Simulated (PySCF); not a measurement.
**Two-component Hartree-Fock for I⁴⁺ (iodine, charge +4)**

Start: [Kr] 4d10 5s2 5p1; 5p1/2 filled at m_j = +1/2. Calculated with PySCF 2.14 in x2c-TZVPall-2c: generalised Hartree-Fock with the X2C-1e Hamiltonian and a Gaussian nucleus; one run each with spin-orbit coupling (SO) switched off, then screened by Boettger's factors.

| spinor shell | electrons | ε, spin-free (eV) | ε, screened SO (eV) | weight of nominal j (screened SO) | rms radius, screened SO (bohr) |
| --- | --- | --- | --- | --- | --- |
| 1s1/2 | 2 | -33380.1 | -33376.2 | 1.000 | 0.0311 |
| 2s1/2 | 2 | -5295.6 | -5294.3 | 1.000 | 0.127 |
| 2p1/2 | 2 | -4750.6 | -4958.3 | 1.000 | 0.109 |
| 2p3/2 | 4 | -4750.6 | -4656.7 | 1.000 | 0.115 |
| 3s1/2 | 2 | -1147.7 | -1147.2 | 1.000 | 0.334 |
| 3p1/2 | 2 | -966.78 | -1006.9 | 1.000 | 0.327 |
| 3p3/2 | 4 | -966.78 | -948.29 | 1.000 | 0.338 |
| 3d3/2 | 4 | -696.55 | -703.44 | 1.000 | 0.311 |
| 3d5/2 | 6 | -696.55 | -691.36 | 1.000 | 0.314 |
| 4s1/2 | 2 | -255.96 | -255.69 | 1.000 | 0.786 |
| 4p1/2 | 2 | -196.55 | -204.44 | 1.000 | 0.825 |
| 4p3/2 | 4 | -196.55 | -192.65 | 1.000 | 0.854 |
| 4d3/2 | 4 | -107.31 | -108.27 | 1.000 | 0.977 |
| 4d5/2 | 6 | -107.31 | -106.30 | 1.000 | 0.986 |
| 5s1/2 | 2 | -61.660 | -61.559 | 0.998 | 1.92 |
| 5p1/2 | 1 | -49.945 | -50.998 | 0.998 | 2.13 |

| quantity | spin-free | screened SO |
| --- | --- | --- |
| E (hartree) | -7108.10876 | -7110.27692 |
| M_J | 1/2 | 1/2 |
| ⟨J²⟩ | 1.125 | 0.762 |
| ⟨L²⟩ | 2.023 | 2.041 |
| ⟨S²⟩ | 0.758 | 0.777 |

Each row is a mean over spinors that exchange with the open shell spreads, by up to 0.813 eV (4p1/2).

Breit and QED terms are absent; they matter most for the inner s and p1/2 levels.

Densities and radii are taken from the X2C orbitals without a picture-change correction, which distorts them close to the nucleus.

Without spin-orbit coupling the j labels of p, d and f shells carry no meaning; the spin-free column gives the mean over the occupied spinors of each nl shell, and its ⟨J²⟩ belongs to a mixture of degenerate components.
